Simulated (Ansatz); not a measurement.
Calculated with Ansatz (gas phase, PBE0-D4/def2-TZVP geometries, no zero-point term in ΔE). CCSD(T)/CBS adds triple-zeta CCSD(T) − MP2 to the extrapolated MP2 energy (def2 sets, frozen cores). This one scheme is used for every species. DFT in def2-TZVPP. One conformer a species, not always the lowest.

Consider the ligand exchange at the Si–N bond: `O[SiH](F)N[SiH2]F` + `F[SiH](F)S` → `F[SiH2]S[SiH](F)F` + `N[SiH](O)F`.

```json
{"level": "BLYP-D4", "ΔE (kJ/mol)": "3.3"}
{"level": "B97M-V", "ΔE (kJ/mol)": "2.9"}
{"level": "r2SCAN0-D4", "ΔE (kJ/mol)": "2.7"}
{"level": "PBE-QIDH", "ΔE (kJ/mol)": "4.1"}
{"level": "r2SCANh", "ΔE (kJ/mol)": "1.9"}
{"level": "r2SCAN0", "ΔE (kJ/mol)": "3.1"}
{"level": "MP2/def2-QZVPP", "ΔE (kJ/mol)": "4.9"}
{"level": "HF/CBS(def2)", "ΔE (kJ/mol)": "17.6"}
```

(1) What does CCSD(T)/CBS give? (Best estimate.)

Largest T1 diagnostic among the species: 0.012.

## Answers

(1) Ansatz gave: +6.6 kJ/mol. The listed levels differ from it by -3.3, -3.7, -3.9, -2.5, -4.7, -3.5, -1.7, 11.0 kJ/mol.

From BLYP to BHLYP (50 % exact exchange), in def2-TZVPP and without D4, ΔE moves by +4.5 kJ/mol. In def2-TZVPP, CCSD(T) changes the Hartree–Fock value by −6.0 kJ/mol (the triples alone add −1.9 kJ/mol) and MP2 by −9.7 kJ/mol. The D4 term adds −3.2 kJ/mol with B3LYP and −1.5 kJ/mol with PBE0; it sums over pairs of atoms, weighted by their polarisabilities, and B3LYP, whose exchange is more repulsive, gets the larger term.

B3LYP here is the variant with VWN-RPA as its local correlation; programs differ in this.
